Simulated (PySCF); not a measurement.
Fill in the blanks.

C6H13NOSi.
Atom-mapped SMILES: `[CH3:1][CH2:2][C:3]([C:4]#[N:5])([CH2:6][CH3:7])[O:8][SiH3:9]` (hydrogens: H10, H11, H12 on C1; H13, H14 on C2; H15, H16 on C6; H17, H18, H19 on C7; H20, H21, H22 on Si9)

Geometry (GFN2-xTB, Å), atoms numbered from 1 in this order:
```xyz
22
C6H13NOSi angstrom
C     -0.6986    2.3571   -0.6163
C     -1.0923    1.0026   -0.0412
C      0.0202   -0.0648   -0.0945
C      0.3508   -0.3073   -1.4923
N      0.5930   -0.5061   -2.5916
C      1.2971    0.3771    0.6491
C      2.3672   -0.7084    0.6292
O     -0.4275   -1.2576    0.4967
Si    -1.7129   -2.2077    0.2315
H      0.0444    2.8510    0.0048
H     -0.2976    2.2460   -1.6219
H     -1.5756    2.9984   -0.6662
H     -1.3958    1.1053    1.0031
H     -1.9455    0.6072   -0.5986
H      1.6843    1.2838    0.1829
H      1.0169    0.6015    1.6804
H      3.2378   -0.3841    1.1942
H      1.9819   -1.6220    1.0748
H      2.6754   -0.9235   -0.3922
H     -2.9583   -1.5430    0.6326
H     -1.3496   -3.2952    1.1246
H     -1.8260   -2.5909   -1.1753
```

```csv
property,level,value
point group of the GFN2-xTB geometry,GFN2-xTB,?
"rotational constants A, B, C of the GFN2-xTB geometry",GFN2-xTB,?
dipole moment,PBE0/pcSseg-1,3.30 D
HOMO energy,PBE0/pcSseg-1,?
LUMO energy,PBE0/pcSseg-1,?
13C chemical shifts (computed TMS as zero) by class,GIAO PBE0/pcSseg-1,?
1H chemical shifts (computed TMS as zero) by class,GIAO PBE0/pcSseg-1,?
"isotropic shieldings of nuclei other than C and H, by class",GIAO PBE0/pcSseg-1,?
```

The electronic properties come from PySCF, for the isolated species, density fitting. NMR classes are plain means over equivalent atoms (diastereotopic ones count apart unless rotation or inversion swaps them), as if these changed places fast; in this geometry the members of some classes differ.

(1) What are the isotropic shieldings of nuclei other than C and H, by class?

(2) The rotational constants A, B, C of the GFN2-xTB geometry?

(3) What is the point group of the GFN2-xTB geometry?

(4) Give the HOMO energy.

(5) What is the LUMO energy?

(6) What are the 13C chemical shifts (computed TMS as zero) by class?

(7) The 1H chemical shifts (computed TMS as zero) by class?

Answers

(1) -39 (N5), 286 (O8), 394 (Si9) ppm.

(2) 1.469, 1.091, 0.941 GHz.

(3) C1.

(4) -8.55 eV.

(5) 0.09 eV.

(6) 123.9 (C4), 74.2 (C3), 37.7 (C2/C6), 11.2 (C1/C7) ppm.

(7) 4.98 (H20/H21/H22), 1.73 (H14/H16), 1.72 (H13/H15), 1.26 (H10/H11/H12/H17/H18/H19) ppm.

In atomic units the dipole is 1.30 e·bohr (1 au = 2.5417 D). The rotational constants make it an asymmetric top with κ = (2B − A − C)/(A − C) = -0.43, nearer the prolate limit (−1). With B = h/(8π²I), that is 505.379 GHz u Å² over I, the principal moments of inertia are 344.1, 463.4 and 537.0 u Å² (most abundant isotopes); the inertial defect Ic − Ia − Ib is -270.5 u Å² (zero for a rigid planar frame, negative otherwise). A dipole of 3.30 D is allowed in C1, and pure rotational transitions are dipole-allowed.

One conformer stands for the species.
